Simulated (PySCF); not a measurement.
**Ionisation energy of Ni⁺ by level of theory**

Ni⁺ [Ar] 3d9 (2D) → Ni²⁺ [Ar] 3d8 (3F), as a difference of total energies. Calculation: PySCF 2.14, in x2c-TZVPall; the spin-free X2C one-electron Hamiltonian (Gaussian nucleus). Correlated levels: valence: [Ar] frozen. The calculations carry no spin-orbit coupling.

```csv
method,ionisation energy (eV)
UHF,15.034
PBE,18.907
MN15,19.223
MP2 (valence),17.876
SCS-MP2 (valence),17.595
```

**Question.** How much does correlation contribute at MP2 (valence)?

**Answer.** 17.876 − (15.034) = 2.842 eV, measured against UHF.

The reference lies between the lowest fine-structure levels, while these numbers refer to the centres of the terms.

Errors of the correlated levels include the incompleteness of this basis and the frozen core.

For comparison: 18.169 eV (measured; NIST Atomic Spectra Database, ionization energies).
